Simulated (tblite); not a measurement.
Compound: C7H10Cl2O.
Atom-mapped SMILES: `[CH3:1][C:2]([CH3:3])([CH3:4])/[C:5](=[CH:6]\[Cl:7])[C:8](=[O:9])[Cl:10]` (hydrogens: H11, H12, H13 on C1; H14, H15, H16 on C3; H17, H18, H19 on C4; H20 on C6)

The geometry is computed with GFN2-xTB (gas phase).

(1) Give the optimised bond lengths and angles.

Results:

(1) 
```csv
bond,length (Å)
"C1–C2, C2–C3, C2–C4",1.533
C2–C5,1.526
C5=C6,1.338
C6–Cl7,1.704
C5–C8,1.473
C8=O9,1.185
C8–Cl10,1.783
C1–H11 and 8 like bonds,1.087
C6–H20,1.081
```

Bonds in one row agree within 0.01 Å and their mean is given. A selection of angles:
```csv
angle,degrees
C1–C2–C3,110.7
C1–C2–C4,108.8
C1–C2–C5,109.3
C3–C2–C4,107.6
C4–C2–C5,111.5
C2–C5–C6,126.6
C2–C5–C8,118.1
C6–C5–C8,115.2
C5–C6–Cl7,126.9
C5–C8–O9,128.7
C5–C8–Cl10,112.4
O9–C8–Cl10,118.9
```

Dihedral angles: C1–C2–C5–C6 -64° (synclinal); C2–C5–C6–Cl7 3° (synperiplanar); C2–C5–C8–O9 -47° (synclinal). The mirror-image conformer, all signs reversed, is as good.

The C–Cl distances run from 1.704 Å (C6–Cl7, drawn single) to 1.783 Å (C8–Cl10, drawn single), a spread of 0.079 Å. Of the pairs four or more bonds apart, Cl7···H16 is among the closest relative to their van der Waals radii: 2.53 Å, 86 % of the sum of Bondi's values. The 6 C–C bonds span 1.338 Å (C5=C6, drawn double) to 1.535 Å (C2–C3, drawn single), a spread of 0.197 Å.

Point group: C1 (no symmetry element, even within 0.4 Å). Its GFN2-xTB frequencies are all real (lowest 40 cm⁻¹). The numbers are those of one conformer. 2 starts were optimised and ended at 0.00 and 0.76 kcal/mol (GFN2-xTB); the lowest of these is shown.
